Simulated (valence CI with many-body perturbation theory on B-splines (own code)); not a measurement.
## E1 transitions of Re III

Computed by configuration interaction combined with many-body perturbation theory (CI+MBPT): five valence electrons over a frozen Dirac-Fock core [Xe] 4f14, radial functions for each j: 7 s, 7 p, 8 d, 6 f, 4 g, 1 h, with the one-electron correlation potential Σ1 (screened to all orders), the two-electron term Σ2, the three-electron term Σ3, Breit, model QED; selected single and double excitations, second order for the rest (own B-spline code, finite nucleus).

Set against measurement, 66 paired levels are off by 1080 cm⁻¹ on average, the worst by 1839. These come from a selection out of Brasseur, Gamrath and Quinet, At. Data Nucl. Data Tables 157, 101636 (2024). Levels without a partner in it may be off by more, other configurations by 1,000 to 8,000 cm⁻¹. Among the levels kept, up to 2800 cm⁻¹ of a level comes from second order outside the variational space, and about a tenth of that is noise between levels of different J, which matters for small intervals. 3 measured levels below the end of the list, from 41405 cm⁻¹ on, found no clear computed partner.

Lines 251 to 300 of 597 in falling wavelength, among levels below 102429 cm⁻¹, chosen from the strongest by gf and those to the six lowest levels. Wavelengths and rates use the calculated energies, so an error of 1000 cm⁻¹ moves a line at 170.0 nm by 1.7 % and its rate by three times that or more. Electric multipoles are in the length gauge, E1 and E2 with the static RPA response of the core. Weak lines are less certain than strong ones. Lines between different terms over intervals too small for the method are left out, as are lines whose strength nearly cancels. Where a level lies close to another of its J and parity, the split of strength between their lines is uncertain. The highest levels of a list are the least certain.

Names give the largest LS component (configuration and term), which can be under half, so a name can repeat, a term be missing and a line seem to break the LS rules; names also repeat where a configuration has a term twice. Letters in brackets count levels of one name in rising energy.

| λ vac (nm) | Upper | Lower | A (s⁻¹) | log gf | Branch % |
| --- | --- | --- | --- | --- | --- |
| 170.0 | 5d4.6p 2I°_11/2 [c] | 5d4.6s 2G_9/2 [a] | 3.02e+07 | -0.80 | 2.4 |
| 169.9 | 5d4.6p 4I°_11/2 | 5d4.6s 4H_9/2 | 1.82e+08 | -0.02 | 19.8 |
| 169.9 | 5d4.6p 4I°_13/2 | 5d5 2H_11/2 | 2.61e+08 | 0.20 | 42.5 |
| 169.8 | 5d4.6p 4F°_3/2 [b] | 5d4.6s 4P_1/2 [a] | 8.01e+07 | -0.86 | 6.5 |
| 169.8 | 5d4.6p 4P°_3/2 [b] | 5d4.6s 4D_1/2 [a] | 7.70e+07 | -0.88 | 8.7 |
| 169.6 | 5d4.6p 4G°_5/2 [c] | 5d4.6s 4F_5/2 [a] | 6.28e+07 | -0.79 | 5.0 |
| 169.5 | 5d4.6p 6D°_5/2 | 5d5 4P_3/2 [a] | 1.15e+07 | -1.53 | 1.5 |
| 169.4 | 5d4.6p 4F°_9/2 [b] | 5d4.6s 4H_7/2 | 6.83e+07 | -0.53 | 5.9 |
| 169.3 | 5d4.6p 2F°_7/2 [b] | 5d4.6s 4D_7/2 [a] | 5.84e+07 | -0.70 | 7.1 |
| 169.2 | 5d4.6p 6P°_3/2 | 5d4.6s 6D_3/2 | 1.26e+08 | -0.67 | 9.2 |
| 169.1 | 5d4.6p 6F°_7/2 [b] | 5d5 4D_5/2 | 3.34e+07 | -0.94 | 4.8 |
| 169.0 | 5d4.6p 4F°_9/2 [d] | 5d4.6s 2G_9/2 [a] | 9.08e+07 | -0.41 | 11.2 |
| 168.8 | 5d3.6s.6p 6F°_3/2 | 5d4.6s 4F_3/2 [a] | 1.09e+08 | -0.73 | 10.0 |
| 168.7 | 5d4.6p 4F°_9/2 [c] | 5d4.6s 4F_7/2 [a] | 8.53e+07 | -0.44 | 9.1 |
| 168.6 | 5d4.6p 2F°_7/2 [b] | 5d4.6s 4F_9/2 [a] | 4.62e+07 | -0.80 | 5.6 |
| 168.6 | 5d4.6p 6D°_9/2 | 5d4.6s 6D_9/2 | 3.92e+07 | -0.78 | 6.5 |
| 168.6 | 5d4.6p 6P°_5/2 | 5d4.6s 6D_5/2 | 1.03e+08 | -0.58 | 9.7 |
| 168.5 | 5d4.6p 4P°_5/2 [b] | 5d4.6s 4D_3/2 [b] | 4.45e+07 | -0.94 | 2.9 |
| 168.4 | 5d4.6p 4G°_7/2 [a] | 5d4.6s 4H_7/2 | 7.08e+07 | -0.62 | 5.6 |
| 168.4 | 5d4.6p 6F°_9/2 [b] | 5d4.6s 6D_7/2 | 2.08e+08 | -0.05 | 42.2 |
| 168.3 | 5d4.6p 4G°_5/2 [b] | 5d4.6s 4H_7/2 | 1.29e+08 | -0.48 | 13.2 |
| 168.3 | 5d4.6p 2I°_11/2 [c] | 5d4.6s 4F_9/2 [a] | 8.77e+07 | -0.35 | 6.9 |
| 168.0 | 5d4.6p 4F°_9/2 [d] | 5d4.6s 4D_7/2 [a] | 7.75e+07 | -0.48 | 9.5 |
| 168.0 | 5d4.6p 4H°_11/2 [b] | 5d5 2H_11/2 | 3.06e+07 | -0.81 | 4.5 |
| 167.9 | 5d4.6p 6F°_11/2 | 5d4.6s 6D_9/2 | 6.75e+08 | 0.53 | 93.5 |
| 167.5 | 5d4.6p 4D°_7/2 [c] | 5d5 2H_9/2 [a] | 3.65e+07 | -0.91 | 3.9 |
| 167.4 | 5d4.6p 4D°_5/2 [d] | 5d5 2G_7/2 [a] | 5.05e+07 | -0.90 | 6.6 |
| 167.2 | 5d4.6p 2I°_11/2 [b] | 5d4.6s 4H_13/2 | 9.24e+07 | -0.33 | 9.9 |
| 166.9 | 5d4.6p 4D°_1/2 [a] | 5d5 4D_1/2 [a] | 1.39e+08 | -0.94 | 32.2 |
| 166.8 | 5d3.6s.6p 6G°_7/2 [b] | 5d4.6s 4F_5/2 [a] | 3.81e+07 | -0.90 | 4.5 |
| 166.5 | 5d4.6p 2H°_9/2 [b] | 5d4.6s 4F_9/2 [a] | 5.73e+07 | -0.62 | 4.3 |
| 166.3 | 5d4.6p 4H°_13/2 [b] | 5d5 2H_11/2 | 3.13e+07 | -0.74 | 4.2 |
| 166.1 | 5d4.6p 4G°_9/2 [a] | 5d4.6s 4H_7/2 | 3.27e+07 | -0.87 | 4.0 |
| 165.8 | 5d4.6p 4P°_5/2 [b] | 5d4.6s 4F_3/2 [a] | 6.92e+07 | -0.77 | 4.5 |
| 165.6 | 5d3.6s.6p 6G°_9/2 | 5d4.6s 4H_11/2 | 3.32e+07 | -0.86 | 5.3 |
| 165.2 | 5d4.6p 4G°_9/2 [a] | 5d5 2F_7/2 [b] | 6.11e+07 | -0.60 | 7.5 |
| 164.7 | 5d4.6p 4F°_7/2 [c] | 5d4.6s 4G_5/2 | 4.17e+07 | -0.87 | 3.3 |
| 164.5 | 5d4.6p 6D°_9/2 | 5d4.6s 6D_7/2 | 3.50e+08 | 0.15 | 58.0 |
| 164.5 | 5d4.6p 4I°_9/2 | 5d5 2G_9/2 | 3.82e+07 | -0.81 | 7.5 |
| 164.3 | 5d4.6p 4P°_5/2 [a] | 5d5 4P_3/2 [b] | 5.58e+07 | -0.87 | 7.4 |
| 164.1 | 5d4.6p 4F°_7/2 [b] | 5d5 2G_7/2 [a] | 4.20e+07 | -0.87 | 4.3 |
| 163.9 | 5d4.6p 4H°_11/2 [b] | 5d4.6s 4H_9/2 | 9.96e+07 | -0.32 | 14.6 |
| 163.8 | 5d4.6p 6F°_7/2 [b] | 5d4.6s 6D_5/2 | 3.03e+08 | -0.01 | 43.6 |
| 163.7 | 5d4.6p 4F°_3/2 [a] | 5d4.6s 6D_3/2 | 8.14e+07 | -0.88 | 10.4 |
| 163.6 | 5d4.6p 6P°_5/2 | 5d4.6s 6D_3/2 | 2.37e+08 | -0.24 | 22.3 |
| 163.6 | 5d4.6p 4I°_9/2 | 5d5 4F_7/2 | 3.00e+07 | -0.92 | 5.9 |
| 163.3 | 5d4.6p 6P°_3/2 | 5d5 4P_3/2 [a] | 1.70e+07 | -1.57 | 1.2 |
| 163.1 | 5d4.6p 4D°_3/2 [c] | 5d5 4F_3/2 | 8.22e+07 | -0.88 | 10.7 |
| 162.5 | 5d4.6p 4D°_5/2 [f] | 5d4.6s 4H_7/2 | 5.60e+07 | -0.88 | 5.0 |
| 162.5 | 5d4.6p 4G°_7/2 [b] | 5d5 2H_9/2 [b] | 5.66e+07 | -0.75 | 6.3 |

(1) How does gf follow from A for the line at 169.3 nm?

Results:

(1) gf = 1.4992 × (2J+1)_upper × A / σ², with σ = 59069 cm⁻¹ and 2J+1 = 8: gf = 0.201.
